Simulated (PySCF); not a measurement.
**P²⁺ (phosphorus, charge +2) across methods**

[Ne] 3s2 3d1, 2D determinant (an excited configuration). Calculation: PySCF 2.14, in aug-cc-pVQZ-DK (7s6p4d3f2g, 84 functions); scalar relativity by spin-free X2C-1e.

| method | E (hartree) | mean ε 3s α (eV) | mean ε 3s β (eV) | mean ε 3d α (eV) | Σ⟨r²⟩ (bohr²) | ⟨S²⟩ |
| --- | --- | --- | --- | --- | --- | --- |
| M06 | -340.5102 | -37.306 | -36.508 | -14.357 | 17.48 | 0.750 |
| M06-2X | -340.5033 | -38.386 | -38.094 | -15.086 | 17.69 | 0.750 |
| PBE | -340.3654 | -35.838 | -35.108 | -14.004 | 17.33 | 0.751 |
| UHF | -339.95858 | -40.426 | -39.631 | -15.853 | 18.52 | 0.751 |
| LDA | -339.2290 | -36.044 | -35.281 | -13.731 | 17.38 | 0.751 |
| wB97X | -340.4962 | -39.672 | -39.027 | -16.399 | 17.33 | 0.751 |
| PBE0 | -340.3780 | -37.199 | -36.492 | -14.631 | 17.49 | 0.751 |
| TPSS | -340.5337 | -35.917 | -35.100 | -14.102 | 17.21 | 0.752 |
| r2SCAN | -340.4711 | -35.903 | -35.404 | -14.082 | 17.29 | 0.752 |

The outer electron is Rydberg-like, and this basis confines it to a smaller radius and binds it less than a complete one would.
